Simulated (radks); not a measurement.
Isoelectronic series with 8 electrons, all held in the configuration [He] 2s2 2p4, which need not be the ground one along the series. All-electron calculation, Dirac Kohn-Sham, PBE, spin-unpolarised, spherical densities, point nucleus; open shells are shared between the two j in proportion to 2j + 1. Program: a radial shooting solver on a logarithmic mesh with Libxc functionals. Total energies (hartree) and orbital eigenvalues (eV) (* marks an orbital that is empty in some or all of the ions):

[
 {"ion": "Cu21+", "E (hartree)": "-1328.22490", "3s1/2*": "-798.7672", "2p3/2": "-1863.103", "2p1/2": "-1886.055", "2s1/2": "-1992.143"},
 {"ion": "Zn22+", "E (hartree)": "-1427.81966", "3s1/2*": "-871.2392", "2p3/2": "-2026.713", "2p1/2": "-2053.388", "2s1/2": "-2164.045"},
 {"ion": "Ga23+", "E (hartree)": "-1531.14254", "3s1/2*": "-946.9112", "2p3/2": "-2197.190", "2p1/2": "-2228.028", "2s1/2": "-2343.283"},
 {"ion": "Ge24+", "E (hartree)": "-1638.21052", "3s1/2*": "-1025.797", "2p3/2": "-2374.539", "2p1/2": "-2410.017", "2s1/2": "-2529.902"},
 {"ion": "As25+", "E (hartree)": "-1749.04132", "3s1/2*": "-1107.912", "2p3/2": "-2558.768", "2p1/2": "-2599.398", "2s1/2": "-2723.943"},
 {"ion": "Se26+", "E (hartree)": "-1863.65342", "3s1/2*": "-1193.271", "2p3/2": "-2749.881", "2p1/2": "-2796.215", "2s1/2": "-2925.454"},
 {"ion": "Br27+", "E (hartree)": "-1982.06603", "3s1/2*": "-1281.891", "2p3/2": "-2947.887", "2p1/2": "-3000.516", "2s1/2": "-3134.482"},
 {"ion": "Kr28+", "E (hartree)": "-2104.29917", "3s1/2*": "-1373.788", "2p3/2": "-3152.791", "2p1/2": "-3212.348", "2s1/2": "-3351.078"},
 {"ion": "Rb29+", "E (hartree)": "-2230.37364", "3s1/2*": "-1468.981", "2p3/2": "-3364.601", "2p1/2": "-3431.762", "2s1/2": "-3575.294"},
 {"ion": "Sr30+", "E (hartree)": "-2360.31107", "3s1/2*": "-1567.486", "2p3/2": "-3583.326", "2p1/2": "-3658.813", "2s1/2": "-3807.185"}
]
